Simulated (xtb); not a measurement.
C₃H₅BN₂O, SMILES B(/C=N\C#N)(O)C. All values are semi-empirical tight-binding results from xtb (GFN2-xTB unless named), good for trends rather than for accurate numbers. Coordinates come from a GFN2-xTB optimisation. The structure was generated by enumeration; whether it is a known compound was not checked. Other conformers were not sampled.

Optimised geometry:

```xyz
12

C     -1.2119     1.2136    -0.8178
B     -1.1711    -0.2671    -0.2600
O     -2.2588    -0.7845     0.3048
C      0.1790    -1.1064    -0.3903
N      1.3526    -0.7464    -0.0543
C      1.7420     0.3734     0.4777
N      2.2722     1.2830     0.9482
H     -0.4966     1.8344    -0.2800
H     -2.1947     1.6630    -0.7122
H     -0.9273     1.2613    -1.8670
H     -2.2305    -1.6741     0.6598
H      0.1463    -2.1138    -0.8140
```

Computed properties:
| Quantity | Value |
|---|---|
| orbital gap | 2.01 eV |
| dipole moment | 5.57 D |
| zero-point energy | 52.2 kcal/mol |
| G − E(el) at 298.15 K (modified RRHO) | 31.5 kcal/mol |
| static polarisability (D4 model) | 63.1 bohr³ |
| solvation energy, GFN2-xTB/ALPB(water) | -12.5 kcal/mol |
| solvation energy, GFN2-xTB/ALPB(chcl3) | -9.9 kcal/mol |

**Question.** Give the IR lines (harmonic; lines under 4 % of the strongest left out, lines within 3 cm⁻¹ merged). (An estimate is asked for; the answer gives what the named calculation found.)

**Answer.** ν (cm⁻¹): 555 (w), 609 (w), 652 (m), 715 (w), 818 (w), 877 (w), 885 (w), 916 (s), 1024 (w), 1139 (s), 1304 (m), 1349 (vs), 1382 (w), 1695 (w), 2328 (s), 2928 (m), 3016 (w), 3032 (w), 3060 (w), 3586 (w) (against the strongest line: vs over 80 %, s over 45 %, m over 15 %, w over 4 %, vw less)

**Question.** Give the atomic charges and the Wiberg bond orders between heavy atoms. (Estimate from the structure and the level; the computed values follow.)

**Answer.** charges (e) C1 -0.20, B2 0.34, O3 -0.41, C4 -0.01, N5 -0.14, C6 0.17, N7 -0.28, H8 0.06, H9 0.06, H10 0.05, H11 0.30, H12 0.05. Bond orders C1–B2 1.01, B2–O3 1.31, B2–C4 0.94, C4–N5 1.78, N5–C6 1.29, C6–N7 2.63.
